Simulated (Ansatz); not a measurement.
System: sum formula InOH, charge 0, multiplicity 1. 
Structure (B3LYP-D3(BJ)/def2-TZVP (Ansatz, a first-principles code) minimum search):
SMILES: [OH][In]
```xyz
3

In    -0.1901    -0.1458    -0.2219
O      0.9785     0.7034     1.2141
H      1.4855     1.5186     1.1611
```

Basis-set convergence of Hartree-Fock and CCSD correlation energies (hartree) with Ansatz. Correlated levels leave the core frozen unless marked. No spin-orbit coupling. The frozen core is the preceding noble-gas configuration, with the filled d and f shells of earlier blocks. In def2 rows, elements after Kr have scalar-relativistic effective core potentials.

| basis | functions | E(HF) | E(corr, CCSD) |
|---|---|---|---|
| def2-SVPD | 63 | -264.63519 | -0.26228 |
| def2-TZVPPD | 113 | -264.72891 | -0.30977 |
| def2-QZVPPD | 187 | -264.73303 | -0.32828 |

Extrapolating the two largest sets (X = 3 and 4) as X^-3: E(corr) = (64·(-0.32828) - 27·(-0.30977))/37 = -0.3418 Eh, an estimate of the basis-set limit. The largest set recovers 96.0 % of it, the smallest 76.7 %.
